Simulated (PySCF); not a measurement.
C$_{2}$H$_{8}$GeO (SMILES [CH3][GeH]([CH3])[OH]), singlet, geometry from GFN2-xTB; CASSCF(6,5)/STO-3G (PySCF).

Here is a job for PySCF.
```python
from pyscf import gto, scf, mcscf
import numpy

mol = gto.Mole()
mol.atom = '''
    Ge    0.017702   -0.137707    0.242659
    C     1.591330   -0.491016   -0.912309
    C    -1.702536   -0.499218   -0.676675
    O     0.050560    1.539999    0.760373
    H     0.115457   -0.814061    1.585601
    H     1.497093    0.042537   -1.855656
    H     2.503707   -0.161032   -0.423920
    H     1.684516   -1.549083   -1.131742
    H    -2.537726   -0.173587   -0.063270
    H    -1.746184    0.034460   -1.623641
    H    -1.820763   -1.557813   -0.880984
    H     0.000187    2.206621    0.079434
'''
mol.basis = 'sto-3g'
mol.charge = 0
mol.spin = 0
mol.verbose = 4
mol.build()

mf = scf.RHF(mol)
mf.kernel()
mc = mcscf.CASSCF(mf, 5, 6)
mc.fix_spin_(ss=0.0)
mc.kernel()
occ = numpy.linalg.eigvalsh(mc.fcisolver.make_rdm1(mc.ci, mc.ncas, mc.nelecas))[::-1]
ss = mc.fcisolver.spin_square(mc.ci, mc.ncas, mc.nelecas)[0]
print('natural occupations', occ.round(4), ' <S^2>', round(ss, 4))
```

The log (banner, timings and long lists left out):

```
PySCF version 2.14.0

[INPUT] verbose = 4
[INPUT] num. atoms = 12
[INPUT] num. electrons = 60
[INPUT] charge = 0
[INPUT] spin (= nelec alpha-beta = 2S) = 0
[INPUT] symmetry False subgroup None
[INPUT] Mole.unit = angstrom
[INPUT] Symbol           X                Y                Z      unit          X                Y                Z       unit  Magmom
[INPUT]  1 Ge     0.017702000000  -0.137707000000   0.242659000000 AA    0.033451931857  -0.260228515435   0.458559051661 Bohr   0.0
[INPUT]  2 C      1.591330000000  -0.491016000000  -0.912309000000 AA    3.007177873804  -0.927885762779  -1.724014150976 Bohr   0.0
[INPUT]  3 C     -1.702536000000  -0.499218000000  -0.676675000000 AA   -3.217326757213  -0.943385296453  -1.278730425340 Bohr   0.0
[INPUT]  4 O      0.050560000000   1.539999000000   0.760373000000 AA    0.095544552858   2.910176342104   1.436896722514 Bohr   0.0
[INPUT]  5 H      0.115457000000  -0.814061000000   1.585601000000 AA    0.218182109164  -1.538352338690   2.996351632836 Bohr   0.0
[INPUT]  6 H      1.497093000000   0.042537000000  -1.855656000000 AA    2.829095753003   0.080383280161  -3.506681621406 Bohr   0.0
[INPUT]  7 H      2.503707000000  -0.161032000000  -0.423920000000 AA    4.731320526156  -0.304306377291  -0.801092698726 Bohr   0.0
[INPUT]  8 H      1.684516000000  -1.549083000000  -1.131742000000 AA    3.183273892448  -2.927342614220  -2.138682423668 Bohr   0.0
[INPUT]  9 H     -2.537726000000  -0.173587000000  -0.063270000000 AA   -4.795607119188  -0.328031888785  -0.119562971901 Bohr   0.0
[INPUT] 10 H     -1.746184000000   0.034460000000  -1.623641000000 AA   -3.299809523098   0.065119962253  -3.068236814615 Bohr   0.0
[INPUT] 11 H     -1.820763000000  -1.557813000000  -0.880984000000 AA   -3.440743407741  -2.943839923287  -1.664818480124 Bohr   0.0
[INPUT] 12 H      0.000187000000   2.206621000000   0.079434000000 AA    0.000353378785   4.169909350714   0.150108504979 Bohr   0.0

nuclear repulsion = 305.030800205251
number of shells = 25
number of NR pGTOs = 123
number of NR cGTOs = 41
basis = sto-3g
ecp = {}

******** <class 'pyscf.scf.hf.RHF'> ********
method = RHF
initial guess = minao
damping factor = 0
level_shift factor = 0
DIIS = <class 'pyscf.scf.diis.CDIIS'>
diis_start_cycle = 1
diis_space = 8
diis_damp = 0
SCF conv_tol = 1e-09
SCF conv_tol_grad = None
SCF max_cycles = 50
direct_scf = True
direct_scf_tol = 1e-13
Set gradient conv threshold to 3.16228e-05
Initial guess from minao.
init E= -2202.52002709596
  HOMO = -0.475655499316897  LUMO = 0.00590329155845226  gap/eV = 13.10388
cycle= 1 E= -2204.97827225543  delta_E= -2.46  |g|= 0.572  |ddm|=  3.8
  HOMO = -0.154582978551575  LUMO = 0.474157517645541  gap/eV = 17.10890
cycle= 2 E= -2205.1032098766  delta_E= -0.125  |g|= 0.113  |ddm|= 1.01
  HOMO = -0.315001886304192  LUMO = 0.451178245461357  gap/eV = 20.84882
cycle= 3 E= -2205.10780802339  delta_E= -0.0046  |g|= 0.0253  |ddm|= 0.199
  HOMO = -0.315987479860165  LUMO = 0.438537753581701  gap/eV = 20.53168
cycle= 4 E= -2205.10811034468  delta_E= -0.000302  |g|= 0.00549  |ddm|= 0.0476
  HOMO = -0.316741244585385  LUMO = 0.439666368944641  gap/eV = 20.58290
cycle= 5 E= -2205.10812716529  delta_E= -1.68e-05  |g|= 0.00103  |ddm|= 0.0135
  HOMO = -0.31714777182289  LUMO = 0.439702098389375  gap/eV = 20.59493
cycle= 6 E= -2205.10812785349  delta_E= -6.88e-07  |g|= 0.000337  |ddm|= 0.00237
  HOMO = -0.317199257741426  LUMO = 0.439761497367686  gap/eV = 20.59795
cycle= 7 E= -2205.10812794908  delta_E= -9.56e-08  |g|= 4.48e-05  |ddm|= 0.00118
  HOMO = -0.317215090205482  LUMO = 0.439756570222994  gap/eV = 20.59825
cycle= 8 E= -2205.10812795071  delta_E= -1.64e-09  |g|= 9.47e-06  |ddm|= 0.000147
  HOMO = -0.31721591370411  LUMO = 0.439757578764727  gap/eV = 20.59830
cycle= 9 E= -2205.1081279508  delta_E= -8.59e-11  |g|= 1.63e-06  |ddm|= 3.24e-05
  HOMO = -0.317215974400192  LUMO = 0.439757527865373  gap/eV = 20.59830
Extra cycle  E= -2205.1081279508  delta_E= 2.27e-12  |g|= 7.29e-07  |ddm|= 3.79e-06
converged SCF energy = -2205.1081279508

******** <class 'pyscf.mcscf.mc1step.CASSCF'> ********
CAS (3e+3e, 5o), ncore = 27, nvir = 9
max_cycle_macro = 50
max_cycle_micro = 4
conv_tol = 1e-07
conv_tol_grad = None
orbital rotation max_stepsize = 0.02
orbital rotation threshold for CI restart = 0.01
augmented hessian ah_max_cycle = 30
augmented hessian ah_conv_tol = 1e-12
augmented hessian ah_linear dependence = 1e-14
augmented hessian ah_level shift = 1e-08
augmented hessian ah_start_tol = 2.5
augmented hessian ah_start_cycle = 3
augmented hessian ah_grad_trust_region = 3
kf_trust_region = 3
kf_interval = 4
ci_response_space = 4
ci_grad_trust_region = 3
with_dep4 0
natorb = False
canonicalization = True
sorting_mo_energy = False
ao2mo_level = 2
internal_rotation = False
******** <class 'pyscf.fci.addons.SpinPenaltyFCISolver'> ********
max. cycles = 50
conv_tol = 1e-08
davidson only = True
linear dependence = 1e-12
level shift = 0.001
max iter space = 12
nroots = 1
pspace_size = 400
spin = None
CASCI E = -2205.11600005613  S^2 = 0.0000000
Set conv_tol_grad to 0.000316228
macro iter   1 ( 21 JK    4 micro), CASSCF E = -2205.12237962493  dE = -6.37956880e-03  S^2 = 0.0000000
               |grad[o]|=0.0163  |grad[c]|=0.0429  |ddm|=0.0205  |maxRot[o]|=0.228
macro iter   2 ( 21 JK    4 micro), CASSCF E = -2205.12581749158  dE = -3.43786665e-03  S^2 = 0.0000000
               |grad[o]|=0.0118  |grad[c]|=0.0123  |ddm|=0.0311  |maxRot[o]|=0.311
macro iter   3 ( 21 JK    4 micro), CASSCF E = -2205.13272223644  dE = -6.90474486e-03  S^2 = 0.0000000
               |grad[o]|=0.0116  |grad[c]|=0.0175  |ddm|=0.0178  |maxRot[o]|=0.313
macro iter   4 ( 17 JK    4 micro), CASSCF E = -2205.13606139016  dE = -3.33915373e-03  S^2 = 0.0000000
               |grad[o]|=0.0111  |grad[c]|=0.0308  |ddm|=0.0148  |maxRot[o]|=0.172
macro iter   5 (  7 JK    2 micro), CASSCF E = -2205.13668318716  dE = -6.21796994e-04  S^2 = 0.0000000
               |grad[o]|=0.0058  |grad[c]|=0.00272  |ddm|=0.00158  |maxRot[o]|=0.0679
macro iter   6 (  7 JK    2 micro), CASSCF E = -2205.13682511762  dE = -1.41930459e-04  S^2 = 0.0000000
               |grad[o]|=0.00278  |grad[c]|=0.00137  |ddm|=0.000709  |maxRot[o]|=0.0699
macro iter   7 (  7 JK    2 micro), CASSCF E = -2205.13686356823  dE = -3.84506106e-05  S^2 = 0.0000000
               |grad[o]|=0.00141  |grad[c]|=0.0018  |ddm|=0.000324  |maxRot[o]|=0.0699
macro iter   8 (  7 JK    2 micro), CASSCF E = -2205.13687634158  dE = -1.27733570e-05  S^2 = 0.0000000
               |grad[o]|=0.000741  |grad[c]|=0.00219  |ddm|=0.000175  |maxRot[o]|=0.0699
macro iter   9 (  6 JK    2 micro), CASSCF E = -2205.13687932231  dE = -2.98072837e-06  S^2 = 0.0000000
               |grad[o]|=0.000336  |grad[c]|=0.00125  |ddm|=8.57e-05  |maxRot[o]|= 0.05
macro iter  10 (  4 JK    1 micro), CASSCF E = -2205.13688008443  dE = -7.62121090e-07  S^2 = 0.0000000
               |grad[o]|=0.000151  |grad[c]|=0.000804  |ddm|=5.66e-05  |maxRot[o]|= 0.04
macro iter  11 (  3 JK    1 micro), CASSCF E = -2205.13688025219  dE = -1.67752660e-07  S^2 = 0.0000000
               |grad[o]|=4.3e-05  |grad[c]|=0.000426  |ddm|=4.51e-05  |maxRot[o]|=0.0198
macro iter  12 (  1 JK    1 micro), CASSCF E = -2205.13688025444  dE = -2.25782060e-09  S^2 = 0.0000000
               |grad[o]|=1.91e-05  |grad[c]|=5.13e-05  |ddm|=3.03e-05  |maxRot[o]|=    0
1-step CASSCF converged in  12 macro (122 JK  29 micro) steps
CASSCF canonicalization
Density matrix diagonal elements [1.9755811  1.98023695 1.99937628 0.02109976 0.02370591]
CASSCF energy = -2205.13688025444
CASCI E = -2205.13688025444  E(CI) = -9.20687747927695  S^2 = 0.0000000
natural occupations [1.9994 1.9812 1.9753 0.0235 0.0207]  <S^2> 0.0
```
